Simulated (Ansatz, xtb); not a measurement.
# C5H4ClF: which of two isomers lies lower

Structure I: `FC1=CCC=C1Cl`, a singlet. Structure II: `FC1=CCC(Cl)=C1`, a singlet. Both are isolated molecules in the gas phase, relaxed with B3LYP-D3(BJ)/def2-SVP.

**Question.** Estimate which is lower in electronic energy at CCSD(T)/def2-SVP + ΔMP2/def2-TZVPP, and by roughly how much.

**Answer.** The CCSD(T)/def2-SVP + ΔMP2/def2-TZVPP calculation puts structure II lower, by 1.22 kcal/mol.

How the difference moves with the method:

```tsv
level	geometry	E(II) − E(I) (kcal/mol)	departure from the last row (kcal/mol)	job, with rough time for the two
GFN2-xTB	GFN2-xTB	−2.27	−1.05	optimisation, 0.25 s
HF/STO-3G	GFN2-xTB	−0.68	+0.54	single point, 0.8 s
r2SCAN-D4/def2-SVP	GFN2-xTB	−1.52	−0.30	single point, 7.8 s
B3LYP-D3(BJ)/def2-SVP	B3LYP-D3(BJ)/def2-SVP	−1.48	−0.26	optimisation, 56 s
HF/def2-SVP	B3LYP-D3(BJ)/def2-SVP	−1.54	−0.32	part of the CCSD(T) run
MP2/def2-SVP	B3LYP-D3(BJ)/def2-SVP	−1.48	−0.26	part of the CCSD(T) run
CCSD(T)/def2-SVP	B3LYP-D3(BJ)/def2-SVP	−1.33	−0.11	single point
CCSD(T)/def2-SVP + ΔMP2/def2-TZVPP	B3LYP-D3(BJ)/def2-SVP	−1.22		single point, 95 s
```

As drawn, both hold the same kinds of bond in the same numbers.

None of the levels shown reverses the order. The largest departure from CCSD(T)/def2-SVP + ΔMP2/def2-TZVPP is that of GFN2-xTB, 1.05 kcal/mol. The last row adds to CCSD(T) the change of the MP2 difference between the two basis sets, here +0.11 kcal/mol.

With thermal terms from frequencies at re-optimised GFN2-xTB minima (ideal gas, soft modes damped towards free rotors, one conformer each, 298.15 K, 1 atm): the zero-point term adds +0.04 kcal/mol; ΔH is −1.18 and ΔG −1.17 kcal/mol.

The correlated steps freeze 11 core orbitals. Run with Ansatz 0.2.0, xtb 6.7.1; the last row on 2 threads of AMD EPYC 7R43 64-Core Processor (Zen 3) on a shared host.
